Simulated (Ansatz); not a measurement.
`C[N](C)[Y]([OH])[OH]` + `[F][Ga]([F])[Br]` → `[OH][Y]([OH])[F]` + `C[N](C)[Ga]([F])[Br]`  (redistribution)

Isolated molecules relaxed with PBE0-D4/def2-TZVP in Ansatz; ΔE leaves out vibrations. CCSD(T)/CBS adds triple-zeta CCSD(T) − MP2 to the extrapolated MP2 energy (def2 sets, frozen cores). DFT in def2-TZVPP. B3LYP here is the variant with VWN-RPA as its local correlation; programs differ in this. HSE06 is defined as in plane-wave codes. def2 core potentials past Kr. For Br, Ga, Y outer-core shells are correlated without core-valence functions, which leaves a few kJ/mol of doubt a bond. Scalar relativity is left out up to krypton. Each species was taken in one conformer, which may not be the lowest.

`C[N](C)[Y]([OH])[OH]`:

```xyz
14

C    -0.644   -0.433   -1.622
N    -0.458   -0.166   -0.218
C    -1.673   -0.405    0.519
Y     1.388    0.501    0.661
O     2.940    0.757   -0.629
O     1.353    0.796    2.673
H    -1.428    0.203   -2.067
H    -0.943   -1.478   -1.812
H     0.279   -0.251   -2.183
H    -1.531   -0.203    1.586
H    -2.018   -1.449    0.427
H    -2.503    0.232    0.172
H     3.749    0.921   -1.103
H     1.489    0.976    3.598
```

`[F][Ga]([F])[Br]`:

Cartesian coordinates in Å:
```
F 0.458 0.003 1.726
Ga -0.052 0.045 0.073
F -1.516 0.911 -0.245
Br 1.110 -0.959 -1.554
```

`[OH][Y]([OH])[F]`:

Cartesian coordinates in Å:
```
O -1.388 0.457 1.107
Y 0.137 0.413 -0.217
O 1.107 -1.302 -0.663
F 0.706 2.124 -1.115
H -2.102 0.438 1.736
H 1.540 -2.130 -0.847
```

`C[N](C)[Ga]([F])[Br]`:

```xyz
12

C    -0.218    0.746   -1.192
N    -0.001   -0.006    0.018
C    -0.940    0.281    1.076
Ga    1.317   -1.208    0.216
F     1.442   -2.037    1.749
Br    2.828   -1.720   -1.388
H    -0.145    1.826   -1.007
H    -1.215    0.548   -1.610
H     0.521    0.485   -1.951
H    -0.720   -0.317    1.962
H    -1.969    0.060    0.764
H    -0.901    1.341    1.363
```

Task: Is it downhill or uphill in electronic energy at CCSD(T)/CBS, and by how much? (Estimate.)

Result: Ansatz gave: Downhill: ΔE = -118.8 kJ/mol.

Task: What do these levels give: PBE-D4, BLYP-D4, B3LYP-D4, HSE06-D4, r2SCAN, PBE0, B3LYP, r2SCANh, HSE06, RPA@PBE/def2-TZVPP, CCSD(T)/def2-TZVPP, MP2/CBS(def2)? (Best estimate.)

Result: Ansatz gave: PBE-D4 -110.2, BLYP-D4 -114.0, B3LYP-D4 -115.7, HSE06-D4 -111.7, r2SCAN -109.2, PBE0 -109.5, B3LYP -109.6, r2SCANh -110.0, HSE06 -108.8, RPA@PBE/def2-TZVPP -100.8, CCSD(T)/def2-TZVPP -104.8, MP2/CBS(def2) -120.6 kJ/mol.

Largest T1 diagnostic among the species: 0.014.

At CCSD(T), def2-SVP lies +9.5 kJ/mol from the extrapolated value and def2-TZVPP +13.9 kJ/mol. From BLYP to BHLYP (50 % exact exchange), in def2-TZVPP and without D4, ΔE moves by −6.3 kJ/mol. The D4 term adds −6.0 kJ/mol with B3LYP and −3.0 kJ/mol with PBE0; it sums over pairs of atoms, weighted by their polarisabilities, and B3LYP, whose exchange is more repulsive, gets the larger term.
